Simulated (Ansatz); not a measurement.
Single points on B(OPMe3)Cl3 (C3H9BCl3OP).

```yaml
crystal:
  periodic: [false, false, false]
  atoms:
    - {symbol: B, position_ang: [0.816685, -1.216071, -1.943041]}
    - {symbol: O, position_ang: [0.981373, -0.810487, -0.502049]}
    - {symbol: P, position_ang: [0.041773, 0.103865, 0.352593]}
    - {symbol: C, position_ang: [0.528639, 1.828805, 0.208162]}
    - {symbol: C, position_ang: [0.302879, -0.424582, 2.049643]}
    - {symbol: C, position_ang: [-1.706181, -0.055037, -0.033440]}
    - {symbol: H, position_ang: [-0.068172, 2.461572, 0.882373]}
    - {symbol: H, position_ang: [0.384840, 2.132583, -0.838919]}
    - {symbol: H, position_ang: [1.596138, 1.915946, 0.459323]}
    - {symbol: H, position_ang: [1.376512, -0.359229, 2.279453]}
    - {symbol: H, position_ang: [-0.266891, 0.199796, 2.753435]}
    - {symbol: H, position_ang: [-0.012828, -1.474234, 2.143010]}
    - {symbol: H, position_ang: [-1.871328, 0.299707, -1.061132]}
    - {symbol: H, position_ang: [-1.983712, -1.117775, 0.011877]}
    - {symbol: H, position_ang: [-2.295958, 0.536919, 0.683451]}
    - {symbol: Cl, position_ang: [2.444482, -1.772163, -2.537785]}
    - {symbol: Cl, position_ang: [0.207892, 0.301031, -2.898435]}
    - {symbol: Cl, position_ang: [-0.476152, -2.550637, -2.008500]}
basis:
  gaussian: {orbitals: def2-TZVP, initial_orbitals: start.molden}
hamiltonian: {xc: {name: r2SCANh}, dispersion: d4}
scf: {omitted_lower_state_checks: [starts]}
output: {orbitals: {seedname: orbitals}}
```

The file start.molden holds the orbitals of an earlier run on this structure, at another level or in another basis.

```sh
$ ansatz run in.yaml --threads 4 --pin off --events-out ev --progress --plain --max-ram 4787MiB
```

Output, abridged:

```
Functional definition: r2SCANh
2294 factors; their error is unknown
mean field evaluation 1: about -52840.8159 eV, gradient 1.0e1 eV
mean field evaluation 2: about -52840.8663 eV, gradient 6.7e-2 eV
mean field evaluation 4: about -52840.8918 eV, gradient 2.8e-4 eV
mean field -52840.89184560 eV, -1941.8669584828 hartree, gradient 1.8e-5 eV, S^2 0.000000; 0 other end points of the search recorded, 0 dependent functions left out
reference -52840.89185919 eV, -1941.8669589824 hartree; 53, 53 occupied and 304, 304 virtual orbitals, 2294 factors
Total energy: -52841.08641607 eV, -1941.8741088157 hartree
Checks for a lower state left out: starts
```

Run time 41 s (4 threads of Intel Xeon on a shared host), peak host memory 1.7 GiB.

As the first input, with `hamiltonian: {xc: pbe, dispersion: d4}`, `output: {forces: true, orbitals: {seedname: orbitals}}` (abridged; 17 s):

```
Functional definition: PBE
mean field -52820.02376550 eV, -1941.1000706842 hartree, gradient 1.0e-5 eV, S^2 0.000000
Total energy: -52820.70675188 eV, -1941.1251699708 hartree
Atom 0 force    -0.115453     0.086005    -0.047724 eV/Å
Atom 1 force    -0.171214     0.230388     0.407660 eV/Å
Atom 2 force     0.237552    -0.245360    -0.261810 eV/Å
Atom 3 force     0.038155     0.070326    -0.030035 eV/Å
Atom 4 force     0.048231    -0.066978     0.089838 eV/Å
Atom 5 force    -0.047390    -0.015415    -0.048872 eV/Å
Atom 6 force     0.028497    -0.035293    -0.039083 eV/Å
Atom 7 force    -0.002987    -0.000349     0.070019 eV/Å
Atom 8 force    -0.062446     0.002125     0.002332 eV/Å
Atom 9 force    -0.061925     0.007806     0.004976 eV/Å
Atom 10 force     0.028916    -0.025157    -0.048003 eV/Å
Atom 11 force     0.006838     0.064533     0.003032 eV/Å
Atom 12 force    -0.001028    -0.011422     0.075970 eV/Å
Atom 13 force    -0.000723     0.070489     0.025879 eV/Å
Atom 14 force     0.026976    -0.034787    -0.036774 eV/Å
Atom 15 force     0.034863    -0.021574    -0.021036 eV/Å
Atom 16 force     0.018544    -0.008363    -0.094079 eV/Å
Atom 17 force    -0.005408    -0.066974    -0.052290 eV/Å
Dipole moment:    -0.605970     1.031152     1.805844 e Å
Checks for a lower state left out: starts
```

First input, but with `gaussian: {orbitals: def2-SVP, initial_orbitals: start.molden}`, `correlation: {method: ccsd_t}` and without the key `hamiltonian` (abridged; 3 min):

```
Functional definition: HF
mean field -52711.94393117 eV, -1937.1282100317 hartree, gradient 1.6e-6 eV, S^2 0.000000
25 core orbitals not correlated: weight in the atoms' cores, before any rotation towards them, 1.000 or more for the frozen orbitals, at most 0.000 for the correlated occupied ones
second order -33.49545562 eV of doubles, -0.00000000 eV of singles
cycle   1  -35.00794677 eV  change    -1.5e0 eV  update   1.2e-1
cycle   2  -35.77644702 eV  change   -7.7e-1 eV  update   3.4e-2
cycle   3  -35.94558216 eV  change   -1.7e-1 eV  update   1.7e-2
cycle   4  -35.94584574 eV  change   -2.6e-4 eV  update   3.5e-3
cycle   5  -35.94535564 eV  change    4.9e-4 eV  update   1.5e-3
cycle   6  -35.94557791 eV  change   -2.2e-4 eV  update   4.7e-4
cycle   7  -35.94541715 eV  change    1.6e-4 eV  update   1.6e-4
cycle   8  -35.94540995 eV  change    7.2e-6 eV  update   5.1e-5
perturbative correction -1.00099184 eV, -0.0367857717 hartree
Total energy: -52748.89033296 eV, -1938.4859652543 hartree
Checks for a lower state left out: starts
```

As the first input, with `gaussian: {orbitals: def2-SVP, initial_orbitals: start.molden}`, `hamiltonian: {xc: pbe0, dispersion: d4}` (abridged; 11 s):

```
Functional definition: PBE0
mean field -52801.82606434 eV, -1940.4313175012 hartree, gradient 4.7e-5 eV, S^2 0.000000
Total energy: -52802.41597049 eV, -1940.4529961524 hartree
Checks for a lower state left out: starts
```

Geometry: r2SCAN-D4/def2-SVP.

Correlated methods freeze 25 core orbitals.
